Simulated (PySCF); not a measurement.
Correlation energy of Sb (antimony, neutral)

[Kr] 4d10 5s1 5p3 5d1, high-spin 6D determinant (an excited configuration). All numbers are calculated (PySCF 2.14, the spin-free X2C one-electron Hamiltonian (Gaussian nucleus), in aug-cc-pVQZ-DK3). Frozen: [Kr] 4d10; 5 electrons correlated.

```tsv
level	correlation energy (mhartree)
CCSD	-30.23
(T)	-0.60
CCSD(T)	-30.83
```

Diagnostics: T1 = 0.0059, D1 = 0.0159, largest double amplitude 0.026.

**Question.** Is a single reference adequate?

**Answer.** Yes, within this model without spin-orbit coupling: T1 lies below 0.03 and no double amplitude reaches 0.07.
